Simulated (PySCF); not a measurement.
**`C(=C=C(B(C)C)C)(C)C`, C$_{8}$H$_{15}$B**

Geometry:
```tsv
atom	x (Å)	y (Å)	z (Å)
C1	-1.144	1.270	-0.987
B2	-1.219	-0.213	-0.471
C3	-2.610	-0.956	-0.407
C4	0.062	-0.994	-0.012
C5	-0.015	-2.408	0.520
C6	1.226	-0.373	-0.119
C7	2.364	0.269	-0.240
C8	3.177	0.197	-1.506
C9	2.914	1.116	0.878
H10	-1.626	1.349	-1.977
H11	-0.132	1.695	-1.047
H12	-1.754	1.908	-0.322
H13	-2.585	-1.840	-1.070
H14	-3.472	-0.338	-0.698
H15	-2.794	-1.362	0.602
H16	-0.450	-3.085	-0.232
H17	-0.671	-2.460	1.403
H18	0.972	-2.801	0.803
H19	3.322	1.206	-1.928
H20	4.179	-0.214	-1.302
H21	2.694	-0.430	-2.267
H22	2.250	1.121	1.752
H23	3.052	2.157	0.542
H24	3.903	0.746	1.196
```

Computed with TDDFT CAM-B3LYP/def2-SVPD circular dichroism and optical rotation, one conformer, gas phase in PySCF 2.14.0. Geometry: PBE0-D3(BJ)/def2-SVP.

No stereocentre is labelled: unless the shape is locked (an allene, a helicene, a hindered biaryl), the mirror image is equally populated and a measured rotation or CD is zero. Singlets 11 and 12 lie within 0.01 eV of each other, so their separate moments and overlaps can depend on how they mix.

Question: Draw the ECD and absorption spectra from the lowest 12 states, each a Gaussian of half-width 0.2 eV at 1/e height.

Answer: 
```tsv
E (eV)	λ (nm)	Δε (L mol⁻¹ cm⁻¹)	ε (L mol⁻¹ cm⁻¹)
3.96	313	0.00	0
4.06	305	-0.01	0.119
4.16	298	-0.06	0.683
4.26	291	-0.21	2.38
4.36	284	-0.45	5.05
4.46	278	-0.58	6.48
4.56	272	-0.45	5.05
4.66	266	-0.21	2.38
4.76	261	-0.06	0.683
4.86	255	-0.01	0.119
4.96	250	0.00	0
5.06	245	0.00	0
5.16	240	0.00	0.685
5.26	236	0.00	14.2
5.36	231	+0.01	178
5.46	227	+0.04	1360
5.56	223	+0.18	6260
5.66	219	+0.51	17500
5.76	215	+0.79	29800
5.86	212	+0.30	30700
5.96	208	-1.98	19300
6.06	205	-6.15	7530
6.16	201	-8.96	2350
6.26	198	-5.30	1400
6.36	195	+3.77	1310
6.46	192	+10.10	933
6.56	189	+9.07	509
6.66	186	+4.56	692
6.76	183	+1.51	3070
6.86	181	+1.05	10900
6.96	178	+2.77	24800
7.06	176	+5.93	36600
7.16	173	+8.14	36000
7.26	171	+5.98	24500
7.36	168	-0.47	11900
7.46	166	-5.75	4480
7.56	164	-5.74	3180
7.66	162	-2.65	6390
```
Δε uses R in velocity form, ε uses f in length form. Only the states computed contribute, so the short-wavelength end is incomplete.
